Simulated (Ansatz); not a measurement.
The cluster Mg₂Cl₂⁺, relaxed as a doublet with UKS PBE0-D4/def2-TZVP in Ansatz, starting from the GFN1-xTB geometry. Force threshold 0.02 eV/Å.

The structure comes from a short search, and lower isomers may exist.

Start:

```xyz
4

Mg    2.303   -0.894    1.089
Mg   -2.301    0.896   -1.090
Cl    0.333    0.946    0.071
Cl   -0.335   -0.948   -0.070
```

| step | energy (eV) | largest force component (eV/Å) | SCF passes |
| --- | --- | --- | --- |
| 1 | -35912.8962 | 4.995 | 49 |
| 2 | -35914.4293 | 1.896 | 28 |
| 3 | -35915.1787 | 2.304 | 41 |
| 4 | -35916.8196 | 2.054 | 29 |
| 5 | -35917.7400 | 1.565 | 18 |
| 6 | -35918.2895 | 0.694 | 19 |
| 7 | -35918.5099 | 0.485 | 19 |
| 8 | -35918.5490 | 0.085 | 19 |
| 9 | -35918.5499 | 0.017 | 20 |

Force components are those of the run's own axes.

End:

Cartesian coordinates in Å:
```
Mg 1.3788 -0.5341 0.6522
Mg -1.3787 0.5340 -0.6523
Cl 0.5616 1.5950 0.1186
Cl -0.5618 -1.5950 -0.1185
```

Bonds lost: Cl3–Cl4 (atoms count from 1). Metal–metal contacts that move far: Mg1–Mg2 5.40 to 3.23 Å.

No frequencies were taken in this run, so the end may be a saddle point.

Hardware: 4 threads of Arm Neoverse V1 on a shared host. Wall time 24 s.
